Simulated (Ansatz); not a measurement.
`BC[SiH2]Cl` + HCl → `ClC[SiH2]Cl` + BH₃  (substitution at a C–B bond)

Program: Ansatz. Geometries: PBE0-D4/def2-TZVP. ΔE: electronic, gas phase. CBS: MP2 limit from def2 TZ/QZ plus the TZ coupled-cluster correction, frozen cores. This one scheme is used for every species. Functionals use def2-TZVPP. B3LYP here is the variant with VWN-RPA as its local correlation; programs differ in this. Each species was taken in one conformer, which may not be the lowest.

`BC[SiH2]Cl`:

Cartesian coordinates in Å:
```
B -0.199 -1.560 -0.354
C 0.101 -0.107 -0.762
Si 0.047 1.001 0.751
Cl 0.449 2.933 0.168
H -1.325 -1.964 -0.319
H 0.684 -2.291 -0.009
H -0.645 0.329 -1.435
H 1.108 0.044 -1.163
H 1.076 0.616 1.744
H -1.295 0.999 1.378
```

HCl:

Z-matrix (Å, degrees):
```
Cl
H 1 1.279
```

`ClC[SiH2]Cl`:

Z-matrix (Å, degrees):
```
C
Si 1 1.873
Cl 1 1.787 2 106.4
H 1 1.090 2 112.5 3 -118.2
H 1 1.090 2 112.5 3 118.2
Cl 2 2.058 1 108.5 3 -180.0
H 2 1.479 1 109.9 3 -61.5
H 2 1.479 1 109.9 3 61.5
```

BH₃:

Cartesian coordinates in Å:
```
B 0.000 0.000 0.000
H 1.155 -0.233 0.188
H -0.836 -0.704 0.478
H -0.319 0.938 -0.666
```

Question: Is it downhill or uphill in electronic energy at CCSD(T)/CBS, and by how much? (Estimate.)

Answer: The calculation gave: Uphill: ΔE = +99.1 kJ/mol.

Question: What do these levels give: r2SCAN-D4, B97M-V, PBE0-D4, ωB97X-V, ωB97M-V, PBE, B3LYP, r2SCAN0, RPA@PBE/def2-TZVPP, SCS-MP2/def2-TZVPP, HF/CBS(def2), CCSD/CBS(def2)? (Best estimate.)

Answer: Ansatz gave: r2SCAN-D4 105.2, B97M-V 109.2, PBE0-D4 104.0, ωB97X-V 96.3, ωB97M-V 100.4, PBE 103.4, B3LYP 96.4, r2SCAN0 105.2, RPA@PBE/def2-TZVPP 93.2, SCS-MP2/def2-TZVPP 95.4, HF/CBS(def2) 86.8, CCSD/CBS(def2) 98.7 kJ/mol.

Largest T1 diagnostic among the species: 0.010.

At CCSD(T), def2-SVP lies +6.1 kJ/mol from the extrapolated value and def2-TZVPP +1.8 kJ/mol. In def2-TZVPP, CCSD(T) changes the Hartree–Fock value by +14.1 kJ/mol (the triples alone add +0.4 kJ/mol) and MP2 by +15.3 kJ/mol. Leaving LDA and LC-ωPBE aside and taking each functional with its dispersion term where it has one, the values, not all of them listed here, spread over 14.9 kJ/mol, from BLYP-D4 to B97M-V. LDA lies +11.9 kJ/mol from PBE without D4.
